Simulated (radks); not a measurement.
Results of a calculation; reference values are marked as such.
Effect of the nuclear size on the phosphorus ion P3+, [Ne] 3s2. Code: a radial shooting solver on a logarithmic mesh with Libxc functionals. Model: Dirac Kohn-Sham, BLYP, spin-unpolarised, spherical densities, finite nucleus; Fermi nuclear charge, rms radius 3.1889 fm. The rms radius is varied about that value; shifts are against it.

rms radius (fm)  total energy shift (eV)  density at nucleus (e/bohr^3)  1s1/2 shift (meV)  2s1/2 shift (meV)
2.7775                          -0.00179                           2401             -0.746             -0.050
3.0518                         -0.000624                           2397             -0.260             -0.017
3.1889                                 0                           2396              0.000              0.000
3.3611                          0.000822                           2394              0.342              0.023
3.8968                           0.00365                           2388               1.52              0.101

Slopes of the eigenvalues against <r^2> in GHz/fm^2, as finite differences over the two radii next to the reference (eigenvalue slopes, not the field-shift constants of lines): 1s1/2 73.4, 2s1/2 4.87.
